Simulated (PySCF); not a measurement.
CuC: from constants to spectrum

TPSSh constants of CuC, ⁴Σ⁻ (quartet), unpaired electrons σ ↑, π ↑↑ (PySCF, no relativity, basis sets Cu def2-TZVPP, C def2-TZVPP; masses 62.9296 and 12.0000 u):

- ωe: 606.5 cm⁻¹
- ωexe: 4.87 cm⁻¹
- Be: 0.51937 cm⁻¹
- αe: 0.00590 cm⁻¹
- D (centrifugal): 1.52e-06 cm⁻¹
- De to Cu (3d10 4s1) + C: 2.38 eV

Q: Give the vibrational terms G(v) and spacings up to v = 6.

A: G(v) = ωe(v+½) − ωexe(v+½)².

| v | G(v) (cm⁻¹) | G(v) − G(v−1) | Bv (cm⁻¹) |
| --- | --- | --- | --- |
| 0 | 302 |  | 0.5164 |
| 1 | 899 | 597 | 0.5105 |
| 2 | 1486 | 587 | 0.5046 |
| 3 | 2063 | 577 | 0.4987 |
| 4 | 2631 | 568 | 0.4928 |
| 5 | 3188 | 558 | 0.4869 |
| 6 | 3736 | 548 | 0.4810 |

Q: How well does the Morse estimate ωe²/(4ωexe) reproduce De, and what is D0?

A: It gives 2.34 eV, 98 % of the computed De. D0 = De − G(0) = 2.38 − 0.04 = 2.34 eV.

The state is the lowest single determinant that the PBE0 search found; with open d or f shells the true ground state can be another one.
